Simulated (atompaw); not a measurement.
**Pseudopotential generation for lutetium: PAW (atompaw), LDA (PW92), scalar-relativistic.**

* Element: Lu
* Generator: atompaw 4.2.0.5
* Type: PAW
* Functional: LDA (PW92)
* Relativity: scalar-relativistic
* Frozen core: [Kr] 4d10
* Valence charge: 25
* Reference configuration: 4f14 5s2 5p6 5d1 6s2 6p0
* Partial waves: 5s (bound): rc 2.05 bohr; 6s (bound): rc 2.00 bohr; 5p (bound): rc 2.15 bohr; 6p (bound, empty): rc 2.70 bohr; 5d (bound): rc 2.70 bohr; 5d channel at 0.8 Ry: rc 2.70 bohr; 4f (bound): rc 0.95 bohr; 4f channel at 0.25 Ry: rc 0.95 bohr
* Local potential: bessel scheme, radius 2.45 bohr
* Core correction: smooth core density matched at 1.95 bohr
* Augmentation charge: besselshape compensation charge, radius 2.30 bohr; PAW radius 2.70 bohr; waves and projectors: custom polynom2 7 10 vanderbiltortho

Poles of the logarithmic derivatives, all-electron (AE) and pseudo (PS). s: poles at -4.5, 2.6 (AE) and -4.5, 2.5 (PS) Ry. p: poles at -2.2, 4.2 (AE) and -2.2, 4.2 (PS) Ry. d: poles at 0.7 (AE) and 0.7 (PS) Ry. f: poles at -0.7, 4.0 (AE) and -0.7, 4.1 (PS) Ry. Test radius 2.70 bohr.

* Lowest eigenvalue of the overlap operator: 0.51 (p channel)
* Overlap eigenvalues printed by atompaw (projector basis): 0.0618, 0.626, 0.723, 2.93, 12.6, 83.4, 431, 914
* Share of each valence orbital outside the PAW sphere: 5s 0 %, 6s 75 %, 5p 2 %, 6p 94 %, 5d 45 %, 4f 0 %

A Bessel basis up to 400 Ry misses an occupied level by 0.82 Ry, so cutoffs and ghosts were not judged.
